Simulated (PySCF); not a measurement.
What builds the second ionisation energy along group 12

All values are computed (PySCF 2.14, energy differences of UHF-based or UKS calculations, no spin-orbit coupling). Each column adds one step, in eV (sums use unrounded values): valence MP2, valence CCSD, valence triples, then the next inner shell at CCSD(T) (Zn 3s 3p, Cd 4s 4p, Hg 5s 5p). References (NIST) marked * lie between the lowest fine-structure levels; the others compare directly ((s) semi-empirical, (t) theoretical).

```tsv
element	UHF	+ MP2	+ CCSD	+ (T)	+ inner shell	sum	reference
Zn [Ar] 3d10 4s1 → [Ar] 3d10 (aug-cc-pwCVDZ-PP with ECP10MDF, ECP)	16.879	0.921	-0.113	0.067	0.042	17.796	17.964
Cd [Kr] 4d10 5s1 → [Kr] 4d10 (aug-cc-pwCVDZ-PP with ECP28MDF, ECP)	15.566	1.174	-0.172	0.057	0.127	16.751	16.908
Hg [Xe] 4f14 5d10 6s1 → [Xe] 4f14 5d10 (aug-cc-pwCVDZ-PP with ECP60MDF, ECP)	17.120	1.478	-0.234	0.057	0.133	18.553	18.757
```

Double-zeta sets recover only part of the correlation energy.

What remains against the references is mostly basis incompleteness.

**Question.** What share of the correlation contribution for Hg comes from the inner shell?

**Answer.** The four steps add to 1.434 eV, of which the inner shell gives 0.133 eV, or 9 %.
